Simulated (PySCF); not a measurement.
**Working with the constants of CuF⁺**

PW91 constants of CuF⁺, ²Σ⁺ (doublet), unpaired electrons σ ↑ (basis Cu def2-TZVPPD, F def2-TZVPPD; no relativity; PySCF 2.14; masses 62.9296 and 18.9984 u):

```
ωe                   : 649.3 cm⁻¹
ωexe                 : 5.84 cm⁻¹
Be                   : 0.39555 cm⁻¹
αe                   : 0.00412 cm⁻¹
D (centrifugal)      : 5.87e-07 cm⁻¹
De to Cu⁺ (3d10) + F : 1.99 eV
```

Q: Give the vibrational terms G(v) and spacings up to v = 6.

A: G(v) = ωe(v+½) − ωexe(v+½)².

| v | G(v) (cm⁻¹) | G(v) − G(v−1) | Bv (cm⁻¹) |
| --- | --- | --- | --- |
| 0 | 323 |  | 0.3935 |
| 1 | 961 | 638 | 0.3894 |
| 2 | 1587 | 626 | 0.3853 |
| 3 | 2201 | 614 | 0.3811 |
| 4 | 2804 | 603 | 0.3770 |
| 5 | 3394 | 591 | 0.3729 |
| 6 | 3974 | 579 | 0.3688 |

Q: How well does the Morse estimate ωe²/(4ωexe) reproduce De, and what is D0?

A: It gives 2.24 eV, 112 % of the computed De. D0 = De − G(0) = 1.99 − 0.04 = 1.95 eV.

For an ion De counts to the pair picked by the measured ionisation energies or electron affinities, which need not be the lowest pair at this level. With d or f electrons several states lie close, and the lowest PBE0 determinant need not be the measured ground state.
